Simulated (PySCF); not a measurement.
Isomers of CH6Si3. Gas-phase values, no solvent. One relaxed conformer stands for each flexible species; it need not be the lowest. Strings in code marks are SMILES.

Level of theory: PBE0-D3(BJ)/def2-TZVP in PySCF. All candidates: neutral, multiplicity 1. Excitations are Tamm–Dancoff values on a coarser integration grid. The basis has no diffuse functions, so Rydberg states are missing or too high.

- T1 excitation (TDA) = 2.00 eV
- HOMO–LUMO gap = 4.28 eV
- dipole moment = 0.70 D

### Question
Say which member has these values.
A) `C[Si]1=[SiH][SiH2]1`
B) `C1=[SiH][SiH2][SiH2]1`
C) `[SiH2]=C=[SiH][SiH3]`
D) `C1[SiH]=[SiH][SiH2]1`

### Answer
D, `C1[SiH]=[SiH][SiH2]1`. The others give `C1=[SiH][SiH2][SiH2]1`: 2.61 eV, 5.17 eV, 1.09 D; `C[Si]1=[SiH][SiH2]1`: 2.24 eV, 4.52 eV, 1.91 D; `[SiH2]=C=[SiH][SiH3]`: 2.34 eV, 4.71 eV, 0.35 D
